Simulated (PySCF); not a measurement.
## Computed spin Hamiltonian

Compound: C5H8NO (doublet state).
Z-matrix (Å and degrees, GFN2-xTB geometry), rows numbered from 1:
```
N 
C   1  1.4478
C   2  1.5436  1  110.79
C   3  1.4678  2  105.33  1   147.18
C   4  1.4217  3  112.30  2   -12.51
O   5  1.2241  4  127.41  3   179.47
C   5  1.5249  4  107.47  3    -1.59
H   1  1.0133  2  110.83  3   173.52
H   1  1.0154  2  110.61  3   -66.74
H   2  1.0953  1  106.97  3  -118.42
H   3  1.0987  2  109.48  1    28.03
H   3  1.0926  2  112.87  1   -89.35
H   4  1.0758  3  123.94  2   170.33
H   7  1.0941  2  110.50  1   -27.78
H   7  1.0893  2  113.80  1    93.64
```

The hyperfine couplings belong to this conformer and change with its torsions.

The species is `N[C@H]1C[CH]C(=O)C1` [radical].

Method used: UKS B3LYP, pcH-1 on C H N O, non-relativistic, mean-field spin-orbit, GIAO in PySCF. Isolated species at its GFN2-xTB geometry (one conformer only). Couplings are sensitive to structure, and on GFN2-xTB geometries they can be far from those on DFT ones. No stability test was run, so a lower SCF solution isn't excluded.

```json
{"g1, g2, g3": "2.00213, 2.00416, 2.00887", "g_iso": "2.00505", "Form of g": "rhombic: the two nearest values differ by 30 % of g3 − g1", "⟨S²⟩": "0.7625 (exact 0.7500)", "α and β electrons": "27, 26", "HOMO–LUMO gap, α and β orbitals": "6.90, 3.00 eV", "Basis functions": "255"}
```

Isotropic coupling and dipolar principal values T1 to T3, in MHz; ρ(0) is the spin density at the nucleus:

| atom | isotope | a_iso | T1 | T2 | T3 | Mulliken spin population | ρ(0) (bohr⁻³) |
| --- | --- | --- | --- | --- | --- | --- | --- |
| N1 | 14N | -0.5 | -0.1 | 0.0 | 0.1 | 0.00 | -0.0015 |
| C2 | 13C | 4.6 | -1.1 | -0.8 | 1.9 | 0.01 | 0.0041 |
| C3 | 13C | -27.4 | -2.9 | 0.5 | 2.3 | -0.07 | -0.0244 |
| C4 | 13C | 63.1 | -62.7 | -62.1 | 124.8 | 0.81 | 0.0561 |
| C5 | 13C | -38.4 | -12.1 | 2.4 | 9.7 | -0.11 | -0.0342 |
| O6 | 17O | -19.9 | -93.1 | 46.3 | 46.8 | 0.30 | 0.0329 |
| C7 | 13C | -4.1 | -1.1 | -0.3 | 1.4 | 0.00 | -0.0036 |
| H8 | 1H | -0.2 | -0.8 | -0.7 | 1.5 | 0.00 | -0.0001 |
| H9 | 1H | 0.2 | -1.2 | -1.1 | 2.4 | 0.00 | 0.0001 |
| H10 | 1H | -1.4 | -2.4 | -1.9 | 4.3 | 0.00 | -0.0003 |
| H11 | 1H | 143.2 | -5.0 | -2.7 | 7.7 | 0.06 | 0.0320 |
| H12 | 1H | 84.1 | -4.4 | -3.0 | 7.5 | 0.03 | 0.0188 |
| H13 | 1H | -49.2 | -28.3 | -2.1 | 30.4 | -0.03 | -0.0110 |
| H14 | 1H | 3.4 | -2.6 | -1.3 | 3.9 | 0.00 | 0.0008 |
| H15 | 1H | 5.3 | -2.2 | -1.0 | 3.1 | 0.00 | 0.0012 |

The Mulliken spin populations are largest on C4 (+0.81), O6 (+0.30), C5 (-0.11) and C3 (-0.07). The positive populations add up to 1.21 and the negative ones to -0.21, together 2S = 1. The angles at C4 add up to 359.9°, so it is planar; its axial dipolar tensor and the negative coupling of its proton fit spin in a p orbital normal to that plane.

Axes: g2 points within 8° of the C4–H13 bond and g3 points within 14° of the C5–O6 bond.

Under fast tumbling the dipolar parts average out, and these isotropic splittings remain: 1 × 1H (H11, I = 1/2, 2 lines) with 5.10 mT, 1 × 1H (H12, I = 1/2, 2 lines) with 3.00 mT, 1 × 1H (H13, I = 1/2, 2 lines) with 1.75 mT, 1 × 1H (H15, I = 1/2, 2 lines) with 0.19 mT, 1 × 1H (H14, I = 1/2, 2 lines) with 0.12 mT and 1 × 1H (H10, I = 1/2, 2 lines) with 0.05 mT.

The 17O coupling of O6 (-19.9 MHz) shows only in satellite lines or after enrichment, since that isotope makes up about 0.038 % of natural oxygen.

The 13C coupling of C4 (63.1 MHz) shows only in satellite lines or after enrichment, since that isotope makes up about 1.07 % of natural carbon.

β density exceeds α density at some nuclei, such as C5 (-0.0342), C3 (-0.0244) and H13 (-0.0110), spin density in bohr⁻³. In a single determinant that takes different orbitals for the two spins, that is spin polarisation.
